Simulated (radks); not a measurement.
Spherical quantum dot in the effective-mass picture: electrons in a hard-walled sphere of radius 6.07, with a point charge +2 (a donor) at the centre, all in effective atomic units (hartree* = m*/eps^2 hartree, bohr* = eps/m* bohr), one dielectric constant everywhere. Method: non-relativistic Kohn-Sham, PBEsol, spin-polarised, spherical densities; computed with a radial shooting solver with Libxc functionals. Levels are named by radial order and angular momentum (1s, 1p, 1d, 2s, ...), and open shells are averaged over m.

N = 5, configuration 1s2 1p(up 2, down 0) 2s(up 1, down 0). This is the lowest configuration that the search found. Occupied and some empty levels:

level    occupation  eigenvalue (hartree*)  <r> (bohr*)
1s up             1                0.27054        1.035
1s down           1                0.29028        1.015
2s up             1                0.71336        3.670
1p up             2                0.75397        3.732
2s down           0                0.80234        3.606
1p down           0                0.84075        3.620
1d up             0                0.91700        4.033
1d down           0                 1.0144        3.982
1f up             0                 1.1177        4.230
1f down           0                 1.2206        4.204
2p up             0                 1.2859        3.087
2p down           0                 1.3437        3.106
1g up             0                 1.3558        4.381
1g down           0                 1.4619        4.368

Energy (hartree*): total -1.56439, kinetic 3.6158, external -8.4220, Hartree 4.8189, exchange-correlation -1.5771.

Electron density:

r (bohr*)  n(r) (e/bohr*^3)
0.276                 1.228
0.580                0.4022
0.885                0.1431
1.19                0.05507
1.49                0.02380
1.80                0.01251
2.10               0.008750
2.41               0.007756
2.71               0.007664
3.02               0.007736
3.32               0.007635
3.63               0.007209
3.93               0.006425
4.24               0.005320
4.54               0.004009
4.84               0.002671
5.15               0.001507
5.46              0.0006570
5.76              0.0001600
6.06              3.336e-07
